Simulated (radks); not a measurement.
Q: The mean radii <r> (bohr) of the occupied orbitals of an atom or ion are listed with their occupations. All-electron calculation, scalar-relativistic Kohn-Sham, BLYP, spin-polarised, spherical densities, point nucleus. Program: a radial shooting solver on a logarithmic mesh with Libxc functionals.

| orbital | occ. | <r> |
|---|---|---|
| 1s up | 1 | 0.01966 |
| 1s down | 1 | 0.01966 |
| 2s up | 1 | 0.08333 |
| 2s down | 1 | 0.08333 |
| 2p up | 3 | 0.07415 |
| 2p down | 3 | 0.07414 |
| 3s up | 1 | 0.2168 |
| 3s down | 1 | 0.2167 |
| 3p up | 3 | 0.2163 |
| 3p down | 3 | 0.2162 |
| 3d up | 5 | 0.1962 |
| 3d down | 5 | 0.1961 |
| 4s up | 1 | 0.4869 |
| 4s down | 1 | 0.4870 |
| 4p up | 3 | 0.5167 |
| 4p down | 3 | 0.5169 |
| 4d up | 5 | 0.5563 |
| 4d down | 5 | 0.5567 |
| 5s up | 1 | 1.163 |
| 5s down | 1 | 1.167 |
| 5p up | 3 | 1.351 |
| 5p down | 3 | 1.354 |
| 4f up | 7 | 0.6966 |
| 4f down | 5 | 0.7023 |
| 6s up | 1 | 2.779 |

Name the element and its charge. Open shells, if any, are filled with parallel spins first.

A: Z = 70, ytterbium, charge +3: Yb3+ in [Xe] 4f12 6s1. The 1s radius gives Z: for a bare nucleus <r> = (2 gamma + 1)/(2Z) with gamma = sqrt(1 - (Z/c)^2), 0.01942 bohr for Z = 70, and screening makes it slightly larger (0.01966 here). The occupations add up to 67, and the charge is Z minus that.
